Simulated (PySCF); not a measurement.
An unknown gives this computed stick spectrum. Method: TDDFT wB97X-D/def2-SVPD, vertical, gas phase, core orbitals frozen in the response (PySCF). Geometries: GFN2-xTB, one conformer each.

| state | E (eV) | f | main configurations (H = HOMO, L = LUMO) |
| --- | --- | --- | --- |
| S1 | 7.91 | 0.022 | H→L (49%), H→L+1 (39%) |
| S2 | 8.21 | 0.0082 | H-1→L (52%), H-1→L+1 (40%) |
| S3 | 8.50 | 0.015 | H→L+2 (35%), H-2→L (31%), H-2→L+1 (12%) |
| S4 | 8.58 | 0.040 | H→L+1 (36%), H→L (32%), H-2→L+1 (12%) |
| S5 | 8.69 | 0.058 | H→L+2 (39%), H-2→L (26%), H-2→L+1 (11%) |
| S6 | 8.96 | 0.094 | H-3→L (35%), H-1→L+2 (13%), H-3→L+2 (10%) |
| S7 | 9.03 | 0.049 | H-1→L+2 (38%), H-2→L+2 (17%), H-1→L (12%) |
| S8 | 9.06 | 0.014 | H-3→L (23%), H→L+3 (22%) |

Triplets computed (Tamm–Dancoff): 7.54, 8.02, 8.16 eV.

Question: Which structure fits? All have the formula C4H8ClFSi.
A. `C=C(C)[Si@](C)(F)Cl`
B. `C1([Si@](F)(C)Cl)CC1`
C. `C=C(C)[SiH2][C@H](F)Cl`

Answer: B. Its S1, at 7.91 eV, is the highest among the candidates; the nearest of the others has S1 at 6.82 eV. S1 is HOMO→LUMO (49%), HOMO→LUMO+1 (39%). Löwdin shares by element: HOMO carbon 50% or more, silicon 13% (atoms not listed hold the other 37%); LUMO chlorine 20%, carbon 20% or more, silicon 18% (atoms not listed hold the other 42%). At the same level the other candidates give, for their lowest levels:
- `C=C(C)[Si@](C)(F)Cl`: 6.80 eV (f 0.007); 7.09 eV (f 0.402); 7.73 eV (f 0.027); 7.93 eV (f 0.003); 8.28 eV (f 0.039); T1 4.36 eV; HOMO -9.74, LUMO 1.30 eV
- `C=C(C)[SiH2][C@H](F)Cl`: 6.82 eV (f 0.003); 6.97 eV (f 0.099); 7.11 eV (f 0.271); 7.38 eV (f 0.016); 7.66 eV (f 0.006); T1 4.37 eV; HOMO -9.72, LUMO 1.33 eV

Shape of the structure used: `[CH3:1][Si@:2]([F:3])([Cl:4])[CH:5]1[CH2:6][CH2:7]1`: C1–Si2–C5–C6 87°.
